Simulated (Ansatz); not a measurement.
`CO[SiH](F)C#N` and `CO[SiH](F)S[SiH2]Cl` differ in one atom or group.

Ansatz, PBE0-D4/def2-TZVP geometries, multiplicity 1. Each molecule was computed in one conformer, which needn't be the lowest.

| property | `CO[SiH](F)C#N` |
| --- | --- |
| size of the dipole moment (ωB97M-V/def2-TZVPP) / D | 2.84 |
| LUMO energy (B3LYP/def2-TZVPP) / eV | -1.13 |
| HOMO energy (PBE/def2-TZVPP) / eV | -7.88 |
| HOMO energy (ωB97M-V/def2-TZVPP) / eV | -11.90 |
| size of the dipole moment (B3LYP/def2-TZVPP) / D | 2.84 |
| HOMO energy (PBE0/def2-TZVPP) / eV | -9.48 |

Problem. Give the same properties after the change, and the shifts. (Estimate.)

Solution. The calculation gave: 
| property | `CO[SiH](F)S[SiH2]Cl` | shift |
| --- | --- | --- |
| size of the dipole moment (ωB97M-V/def2-TZVPP) / D | 1.46 | -1.38 |
| LUMO energy (B3LYP/def2-TZVPP) / eV | -0.33 | 0.80 |
| HOMO energy (PBE/def2-TZVPP) / eV | -6.81 | 1.07 |
| HOMO energy (ωB97M-V/def2-TZVPP) / eV | -10.24 | 1.66 |
| size of the dipole moment (B3LYP/def2-TZVPP) / D | 1.46 | -1.38 |
| HOMO energy (PBE0/def2-TZVPP) / eV | -8.07 | 1.41 |

With PBE0 the HOMO rises by 1.41 eV and the LUMO rises by 0.75 eV, so the gap narrows by about 0.66 eV. PBE moves the HOMO by 1.07 eV and ωB97M-V by 1.66 eV. Dipoles are sizes alone; their direction can turn.

B3LYP here is the variant with VWN-RPA as its local correlation; programs differ in this.
